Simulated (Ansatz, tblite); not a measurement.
Cost and result up the ladder for Mo(NH)2(OH)2 (MoN2O2H4) (9 atoms). Charge 0, multiplicity 1. Geometry: B3LYP-D4/def2-SVP.

```xyz
9

Mo    0.090    0.018    0.069
N    -0.769    1.276   -0.762
H    -1.475    1.671   -1.381
N    -0.582   -1.545   -0.269
H    -1.231   -2.211   -0.685
O    -0.045    0.298    1.944
H    -0.259    1.176    2.286
O     1.891    0.071   -0.535
H     2.379   -0.753   -0.667
```

Ansatz on 4 threads of Arm Neoverse V1 on a shared host; xTB runs through tblite on one thread. Times are rough, summed over both states, and most runs start from the orbitals of an earlier one. No level here is sound enough to serve as a yardstick. The other state is a triplet.

In the def2 sets Mo takes a core potential; there is no spin–orbit coupling. The xTB rows come from tblite. HOMO above LUMO, or a gap near zero within one spin, warns that the state may not be the lowest or that an electron is smeared out.

xTB has no spin-polarisation term.

| level | functions | wall time | vertical triplet (eV) | remarks |
| --- | --- | --- | --- | --- |
| GFN2-xTB | 29 | 0.009 s | 3.87 | – |
| GFN1-xTB | 33 | 0.011 s | 4.24 | – |
| PBE-D4/def2-TZVP | 188 | 9.7 s | 4.09 | gap within one spin near zero (triplet) |
| PBE0-D4/def2-TZVP (with forces) | 188 | 16 s | 3.90 | restricted SCF unstable in HF (singlet) |
